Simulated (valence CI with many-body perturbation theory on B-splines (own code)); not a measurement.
# Ga X in brief

Method: relativistic CI+MBPT: four valence electrons over a frozen Dirac-Fock core [Ar], a basis of 9 s, 9 p, 10 d, 8 f, 5 g, 3 h, 1 i functions for each j, with the one-electron correlation potential Σ1, the two-electron term Σ2, the three-electron term Σ3, Breit, model QED; selected CI, second order for the rest, scaled by the run's own slope (own B-spline code, finite nucleus).

No measured spectrum was set against this ion. As an estimate, terms of the open shell hold to 2 to 4 % of their energy, and close levels can change places. Core correlation moves these levels by up to 4900 cm⁻¹, and in measured spectra 5 to 20 % of such shifts remained as error; rates that hang on mixing are uncertain with them. Only levels of the ground parity were solved; by the run's estimate the other parity begins above the list, which can be wrong where configurations are misplaced.

Rates and lifetimes use the calculated energies. Strong lines usually hold to 10 to 20 %, long lifetimes can be off by a factor of two.

**Question.** What is the ground level?

**Answer.** 3d⁴ ⁵D_0, composition 98 % 3d⁴ ⁵D + 2 % 3d⁴ ³P.

**Question.** How is the term ⁵D of the ground level split?

**Answer.** J = 0 at 0.000, J = 1 at 0.083, J = 2 at 0.228, J = 3 at 0.417, J = 4 at 0.635 eV.

**Question.** What is the ionisation energy?

**Answer.** 243.58 eV; NIST lists 244 ± 2.5 eV (theoretical).

**Question.** How well does LS coupling describe the low levels?

**Answer.** Among the lowest 20 levels the leading LS term, summed over configurations, holds 93 % on average. For single configurations the figures are 93 % in LS and 55 % in jj coupling. Terms mix most in the J = 3 level at 5.542 eV, where the leading one holds 75 %.
